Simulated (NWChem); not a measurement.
Species: TiI4; SMILES [I][Ti]([I])([I])[I]

Not confirmed as a minimum by frequencies. def2 effective core potentials on I; no spin-orbit coupling.

Give the equilibrium geometry at PBE-D3(BJ)/def2-SVP with def2 effective core potentials on I (NWChem) as a Z-matrix, with the point group.

point group Td; any orientation.
```
Ti
I 1 2.5470
I 1 2.5470 2 109.47
I 1 2.5470 2 109.47 3 -120.00
I 1 2.5470 2 109.47 3 120.00
```
